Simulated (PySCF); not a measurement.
# Frontier levels across methods

Species: C2H5F3SSi.
Geometry (PBE0-D3(BJ)/def2-SVP, Å), atoms numbered from 1 in this order:
```
atom  x, y, z in Å
F1     3.3555    0.2302   -0.8369
Si2    1.9666    0.2213    0.0038
S3     0.6024   -0.9788   -1.1423
C4    -0.9404   -0.0862   -0.7848
C5    -1.4377   -0.3251    0.6191
F6    -0.5305    0.1552    1.5116
F7    -2.5887    0.3483    0.8118
H8     1.4342    1.6070    0.0745
H9     2.2916   -0.3538    1.3319
H10   -1.6908   -0.4523   -1.4999
H11   -0.8249    0.9980   -0.9393
H12   -1.6000   -1.3927    0.8439
```

Basis pcSseg-1 throughout (PySCF), one geometry. One conformer (not necessarily the lowest) at the PBE0-D3(BJ)/def2-SVP geometry, without solvent, vibrations or thermal averaging.

Problem. How do the orbital energies, the gap and the dipole change with the method?

Solution. 
```tsv
method	kind	HOMO (eV)	LUMO (eV)	gap (eV)	μ (D)	SCF cycles
B97-D	GGA	-6.38	-1.05	5.33	1.66	14
PBE	GGA	-6.40	-1.21	5.19	1.68	14
KT3	GGA	-6.49	-1.24	5.25	1.64	16
LDA	LDA	-6.54	-1.47	5.07	1.70	13
PBE0	global hybrid	-7.69	-0.29	7.40	1.71	12
wB97X-D	range-separated hybrid	-9.57	1.53	11.10	1.70	12
LC-wPBE	range-separated hybrid	-10.41	2.03	12.43	1.67	14
HF	Hartree–Fock	-10.59	3.29	13.87	1.79	10
```

The HOMO spans 4.21 eV, from B97-D down to HF, and the gap runs from 5.07 eV (LDA) to 13.87 eV (HF). Over the methods B97-D (0 %), PBE (0 %), KT3 (0 %), LDA (0 %), PBE0 (25 %), HF (100 %), a straight line through the gap against the share of exact exchange rises by 0.87 eV for each 10 % (correlation coefficient 1.000). The dipole ranges from 1.64 D (KT3) to 1.79 D (HF). This basis has no diffuse functions.
